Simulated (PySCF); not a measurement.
Start geometry of `C(N1[C@H](CC=C)[C@@H](F)C1)C` from GFN2-xTB (Å):
```
atom  x, y, z in Å
C1     3.8531   -0.4031   -0.1597
C2     2.8016    0.2434    0.3797
C3     1.4514   -0.3793    0.6241
C4     0.4168    0.3498   -0.1566
C5    -0.0291    1.7449    0.2986
F6     0.2955    2.7814   -0.5439
C7    -1.4637    1.2649    0.2298
N8    -0.9680   -0.1054    0.1268
C9    -1.6172   -0.9839   -0.8044
C10   -3.0093   -1.3861   -0.3371
H11    4.7651    0.1120   -0.3291
H12    3.7804   -1.4132   -0.4475
H13    2.8606    1.3002    0.6518
H14    1.2046   -0.3185    1.7021
H15    1.4762   -1.4384    0.3386
H16    0.6258    0.3638   -1.2183
H17    0.3238    2.0465    1.3022
H18   -2.1179    1.4562    1.1021
H19   -1.9692    1.6217   -0.6776
H20   -1.0105   -1.8720   -0.9051
H21   -1.6992   -0.5188   -1.8324
H22   -3.4470   -2.1113   -1.0496
H23   -2.9359   -1.8307    0.6141
H24   -3.6521   -0.5044   -0.2861
```

Problem. What comes out of this run: PySCF 2.14.0, PBE0-D3(BJ)/def2-SVP geometry optimisation, gas phase?

Solution. 
```
atom  x, y, z in Å
C1     3.8449   -0.3700   -0.3964
C2     2.8301    0.2225    0.2332
C3     1.4960   -0.3994    0.4972
C4     0.3626    0.3786   -0.1481
C5    -0.0203    1.7647    0.3807
F6     0.4070    2.8394   -0.3387
C7    -1.4724    1.3292    0.1858
N8    -0.9973   -0.0517    0.1716
C9    -1.6456   -1.0225   -0.6701
C10   -3.0209   -1.3951   -0.1519
H11    4.7924    0.1481   -0.5660
H12    3.7670   -1.4000   -0.7612
H13    2.9528    1.2593    0.5728
H14    1.2929   -0.4398    1.5820
H15    1.4834   -1.4398    0.1324
H16    0.5314    0.4665   -1.2444
H17    0.2559    1.9128    1.4376
H18   -2.2144    1.5843    0.9593
H19   -1.8355    1.6827   -0.8028
H20   -1.0046   -1.9198   -0.7029
H21   -1.7235   -0.6549   -1.7205
H22   -3.4930   -2.1525   -0.7950
H23   -2.9514   -1.7959    0.8707
H24   -3.6877   -0.5188   -0.1258
```

The energy falls by 0.230 eV over 9 energy and gradient evaluations, the largest force component goes from 0.0358 to 3.2e-04 Eh/bohr, and the atoms move by 0.146 Å rms after alignment. The bond that changes most is C10–H23 (methyl carbon to methyl hydrogen), which lengthens by 0.048 Å. Bonds longer at the end by more than 0.005 Å: 11 of 24; shorter: 8. Among the angles that change most is C3–C4–N8, from 113.5° to 116.8°. Among the dihedrals that turn most is C3–C4–C5–H17, from -11° to -25°. Rotational constants go from 1823, 816.7, 610.8 to 1808, 814.7, 600.5 MHz. The orientation of the end geometry is arbitrary; only internal coordinates are fixed.

The run used 210 basis functions and 61 SCF cycles in all. On one thread of an Intel Xeon Platinum 8259CL at 2.50 GHz, shared host with 96 logical CPUs at a one-minute load of 46, this took 4.6 min and 0.92 GiB of memory at its peak.

No PBE0-D3(BJ)/def2-SVP frequencies stand behind this structure, so it isn't proved a minimum. One conformer, not necessarily the lowest.
